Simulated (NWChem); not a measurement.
CH$_{5}$BClNO; SMILES CNB(O)Cl

```xyz
10

B      0.2634     0.1266     0.0002
Cl    -0.3807     1.8044     0.0008
N     -0.6680    -0.9280     0.0002
C     -0.4082    -2.3574    -0.0010
H     -1.6485    -0.6801     0.0003
H     -0.8224    -2.8468    -0.8921
H     -0.8265    -2.8488     0.8871
H      0.6700    -2.5475     0.0014
O      1.6238     0.0116    -0.0001
H      1.9314    -0.9057    -0.0002
```
Atoms are numbered in this order, from 1.

Level: B3LYP/6-31G* (spherical d) (NWChem), optimised geometry, unscaled harmonic frequencies. 

```csv
frequency (cm⁻¹),IR intensity (km/mol)
47,1.4
130,0.3
230,2.1
337,4.9
420,117.4
428,5.6
573,121.4
580,2.6
689,58.4
939,109.3
1105,81.3
1120,26.8
1158,0.6
1217,243.6
1418,188.5
1495,92.3
1514,3.7
1531,68.8
1578,198.6
3033,62.2
3082,37.2
3115,41.2
3610,24.5
3784,20.5
```

```
Quantity                                                                            Value
-----------------------------------------------------------------------  ----------------
zero-point energy                                                           47.3 kcal/mol
thermal correction to the enthalpy at 298.15 K (with zero-point energy)     52.0 kcal/mol
heat capacity Cv                                                         20.9 cal/(mol K)
entropy at 298.15 K and 1 atm (symmetry number 1)                        80.6 cal/(mol K)
dipole moment                                                                      4.37 D
```

Rigid rotor and harmonic oscillator; modes under 100 cm⁻¹ make the entropy uncertain.
